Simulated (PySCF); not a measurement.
C3H6BFO2, SMILES B(O)(C1(CC1)F)O.

Coordinates come from a B3LYP-D3(BJ)/def2-SVP optimisation. This is a generated structure with no PubChem entry under its InChIKey; it may be hypothetical. One conformer was computed; it need not be the lowest.

Computed with PBE/def2-TZVP run with PySCF.

Isolated molecule, no solvent.

```yaml
total_energy: -392.87082 hartree
point_group: Cs
highest_occupied_level: -6.71 eV
lowest_empty_level: 0.02 eV
orbital_gap: 6.73 eV
dipole_moment: 0.47 D
quadrupole, principal values (traceless, Buckingham form, about the centre of nuclear charge): -2.02, -0.81, 2.83 D·Å
mean_static_polarisability: 56.6 bohr³ (8.38 Å³)
polarisability_principal_values: 49.1, 56.0, 64.5 bohr³
```
